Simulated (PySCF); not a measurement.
A run for PySCF: R-M06-2X/def2-TZVPP on H2O (SMILES O).

```python
from pyscf import gto, dft

mol = gto.M(
    atom='''
    O    -0.00000000   -0.00000000    0.38961139
    H    -0.00000000    0.76498632   -0.19485569
    H     0.00000000   -0.76498632   -0.19485569
    ''',
    basis='def2-tzvpp',
    charge=0, spin=0, verbose=4, max_memory=1800)
mf = dft.RKS(mol, xc='m062x').density_fit(auxbasis='def2-universal-jkfit')
mf.grids.level = 4
mf.conv_tol = 1e-9
mf.max_cycle = 150
mf.kernel()
mf.dip_moment()
```

Program output:

```
PySCF version 2.14.0

[INPUT] verbose = 4
[INPUT] num. atoms = 3
[INPUT] num. electrons = 10
[INPUT] charge = 0
[INPUT] spin (= nelec alpha-beta = 2S) = 0
[INPUT] symmetry False subgroup None
[INPUT] Mole.unit = angstrom
[INPUT] Symbol           X                Y                Z      unit          X                Y                Z       unit  Magmom
[INPUT]  1 O      0.000000000000   0.000000000000   0.389611390000 AA    0.000000000000   0.000000000000   0.736258822111 Bohr   0.0
[INPUT]  2 H      0.000000000000   0.764986320000  -0.194855690000 AA    0.000000000000   1.445614633839  -0.368223887913 Bohr   0.0
[INPUT]  3 H      0.000000000000  -0.764986320000  -0.194855690000 AA    0.000000000000  -1.445614633839  -0.368223887913 Bohr   0.0

nuclear repulsion = 9.14068918860721
number of shells = 23
number of NR pGTOs = 78
number of NR cGTOs = 59
basis = def2-tzvpp
ecp = {}


******** <class 'pyscf.df.df_jk.DFRKS'> ********
method = DFRKS
initial guess = minao
damping factor = 0
level_shift factor = 0
DIIS = <class 'pyscf.scf.diis.CDIIS'>
diis_start_cycle = 1
diis_space = 8
diis_damp = 0
SCF conv_tol = 1e-09
SCF conv_tol_grad = None
SCF max_cycles = 150
direct_scf = False
XC library pyscf.dft.libxc version 7.1.2
    S. Lehtola, C. Steigemann, M. J. T. Oliveira, and M. A. L. Marques,  SoftwareX 7, 1–5 (2018)
XC functionals = m062x
    Y. Zhao and D. G. Truhlar,  Theor. Chem. Acc. 120, 215 (2008)
    Y. Zhao and D. G. Truhlar,  Theor. Chem. Acc. 120, 215 (2008)
radial grids:
    Treutler-Ahlrichs [JCP 102, 346 (1995); DOI:10.1063/1.469408] (M4) radial grids

becke partition: Becke, JCP 88, 2547 (1988); DOI:10.1063/1.454033
pruning grids: <function nwchem_prune>
grids dens level: 4
symmetrized grids: False
atomic radii adjust function: <function treutler_atomic_radii_adjust>
small_rho_cutoff = 0
Set gradient conv threshold to 3.16228e-05
Initial guess from minao.
tot grids = 59680
******** <class 'pyscf.df.df.DF'> ********
auxbasis = def2-universal-jkfit
init E= -76.3181168667001
  HOMO = -0.452127119666933  LUMO = 0.0139100188729913  gap/eV = 12.68152
cycle= 1 E= -76.3704007585991  delta_E= -0.0523  |g|= 0.566  |ddm|=    1
  HOMO = -0.273609933374239  LUMO = 0.0612090544615143  gap/eV = 9.11089
cycle= 2 E= -76.3582066265292  delta_E= 0.0122  |g|= 0.658  |ddm|= 0.569
  HOMO = -0.400887205188681  LUMO = 0.0480946638018196  gap/eV = 12.21742
cycle= 3 E= -76.42907168541  delta_E= -0.0709  |g|= 0.0251  |ddm|= 0.284
  HOMO = -0.397838364252351  LUMO = 0.0514873282336197  gap/eV = 12.22677
cycle= 4 E= -76.429171199513  delta_E= -9.95e-05  |g|= 0.00357  |ddm|= 0.0117
  HOMO = -0.398606511802008  LUMO = 0.0514460363384117  gap/eV = 12.24655
cycle= 5 E= -76.4291740976174  delta_E= -2.9e-06  |g|= 0.000434  |ddm|= 0.00312
  HOMO = -0.398608985350933  LUMO = 0.0514500034045611  gap/eV = 12.24673
cycle= 6 E= -76.4291741727249  delta_E= -7.51e-08  |g|= 6.37e-05  |ddm|= 0.000689
  HOMO = -0.398618053122959  LUMO = 0.0514500948379464  gap/eV = 12.24698
cycle= 7 E= -76.4291741749085  delta_E= -2.18e-09  |g|= 5.11e-06  |ddm|= 0.000137
  HOMO = -0.398619319435994  LUMO = 0.0514506238975656  gap/eV = 12.24703
cycle= 8 E= -76.4291741749242  delta_E= -1.57e-11  |g|= 5.65e-07  |ddm|= 8.68e-06
  HOMO = -0.398619377568536  LUMO = 0.05145063563603  gap/eV = 12.24703
Extra cycle  E= -76.4291741749242  delta_E= 1.42e-14  |g|= 1.51e-07  |ddm|= 9.86e-07
converged SCF energy = -76.4291741749242
Dipole moment(X, Y, Z, Debye): -0.00000,  0.00000, -1.96983
```

The calculation finished and met its thresholds.

Cost: around 4 core-seconds (rough).
